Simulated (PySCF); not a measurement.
`C[SiH2][Se][SiH3]`. Theory: PBE0-D3(BJ)/def2-SVP geometry optimisation, gas phase (PySCF).

```
atom  x, y, z in Å
C1    -1.7453    0.5594    0.2813
Si2   -0.8717   -1.0279   -0.1975
Se3    1.0267   -0.6457   -1.4286
Si4    2.2092    0.3617    0.2419
H5    -1.1320    1.1602    0.9696
H6    -2.6979    0.3272    0.7841
H7    -1.9581    1.1667   -0.6110
H8    -0.5113   -1.8122    1.0236
H9    -1.7283   -1.8658   -1.0873
H10    3.5654    0.6362   -0.3124
H11    1.5791    1.6479    0.6684
H12    2.3124   -0.5325    1.4341
```

Which two atoms are farthest apart?

H6···H10, 6.37 Å; the next longest distance is 5.91 Å.

Work out the bond lengths C1–H6, Si2–Se3, Se3–Si4, Si4–H10 in bohr.

For C1–H6 the difference vector is (-0.9526, -0.2322, 0.5028) Å, of length 1.1019 Å. 1 bohr = 0.529177 Å. C1–H6 2.082; Si2–Se3 4.336; Se3–Si4 4.311; Si4–H10 2.817 bohr.

What is the repulsion energy of the bare nuclei, Σ ZA·ZB/RAB?

425.61 Eh over 66 pairs, with full nuclear charges and distances in bohr; the largest single term is 110.42 Eh (Se3 with Si4).

Give the dihedral angles H6–C1–Si2–H9, H6–C1–Si2–H8, H6–C1–Si2–Se3, Si2–Se3–Si4–H11, Si2–Se3–Si4–H10, H7–C1–Si2–H9.

H6–C1–Si2–H9 58° (synclinal); H6–C1–Si2–H8 -63° (synclinal); H6–C1–Si2–Se3 175° (antiperiplanar); Si2–Se3–Si4–H11 -64° (synclinal); Si2–Se3–Si4–H10 176° (antiperiplanar); H7–C1–Si2–H9 -62° (synclinal). Dihedral signs follow IUPAC: positive where, seen along the central bond, the front bond turns clockwise onto the rear one.

Where is the centre of mass (commonest isotopes), and what is the radius of gyration?

Mass 155.933 u; centre at (0.628, -0.403, -0.684) Å; Rg = √(Σ m r²/M) = 1.626 Å. As Ia + Ib + Ic = 2 Σ m r², the three principal moments sum to 824.5 u·Å².

What are the angles Si2–C1–H5, Si2–C1–H7, H5–C1–H6, H8–Si2–H9, Se3–Si4–H12, H10–Si4–H12, H11–Si4–H12?

From the scalar product of the two bond vectors; for Si2–C1–H5 it is -0.7474 Å² over 1.8740 × 1.1004 Å², cos θ = -0.3625. Si2–C1–H5 111.3°; Si2–C1–H7 110.5°; H5–C1–H6 108.1°; H8–Si2–H9 109.3°; Se3–Si4–H12 110.8°; H10–Si4–H12 110.1°; H11–Si4–H12 108.5°.

How far apart are these pairs, which share no bond: C1···H9, C1···H10, Se3···H10, H5···H11, H6···H11, H7···H11, H8···H12?

C1···H9 2.785 Å (2 bonds apart); C1···H10 5.344 Å (4 bonds apart); Se3···H10 3.055 Å (2 bonds apart); H5···H11 2.771 Å (5 bonds apart); H6···H11 4.478 Å (5 bonds apart); H7···H11 3.792 Å (5 bonds apart); H8···H12 3.127 Å (4 bonds apart).

No PBE0-D3(BJ)/def2-SVP frequencies stand behind this structure, so it isn't proved a minimum. The numbers are those of one conformer.
